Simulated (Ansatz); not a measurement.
Two isomers of C2H4SSi: A = `[SiH3]C#CS`, B = `S[SiH]1C=C1`.

Computed with Ansatz on PBE0-D4/def2-TZVP structures; ΔE is electronic, products minus reactants. CBS: MP2 limit from def2 TZ/QZ plus the TZ coupled-cluster correction, frozen cores. Functionals use def2-TZVPP. B3LYP here is the variant with VWN-RPA as its local correlation; programs differ in this. One conformer a species, not always the lowest.

(1) Which is lower in electronic energy at CCSD(T)/CBS, and by how much? (Best estimate.)

(2) Give E(B) − E(A) in kcal/mol with HF/def2-TZVPP, B3LYP-D4, PBE-D4, r2SCAN-D4, ωB97M-V, BLYP-D4, LDA (SPW92). (Estimate.)

(3) Does the order hold for the free energy at 298.15 K (harmonic terms from PBE0-D4)? (Estimate.)

Largest T1 diagnostic: 0.013.

Results:

(1) The calculation gave: B, by 16.3 kcal/mol.

(2) Computed: HF/def2-TZVPP -11.8, B3LYP-D4 -13.7, PBE-D4 -18.0, r2SCAN-D4 -18.1, ωB97M-V -18.2, BLYP-D4 -11.4, LDA (SPW92) -20.9. None reverses the order clearly.

(3) Computed: Yes: G(B) − G(A) = -11.8 kcal/mol, for one conformer each. Modes under 60 cm⁻¹, often nearly free rotors, make the harmonic entropy too high.

From BLYP to BHLYP (50 % exact exchange), in def2-TZVPP and without D4, E(B) − E(A) moves by −4.3 kcal/mol. In def2-TZVPP, CCSD(T) changes the Hartree–Fock value by −3.0 kcal/mol (the triples alone add −0.0 kcal/mol) and MP2 by −2.7 kcal/mol.
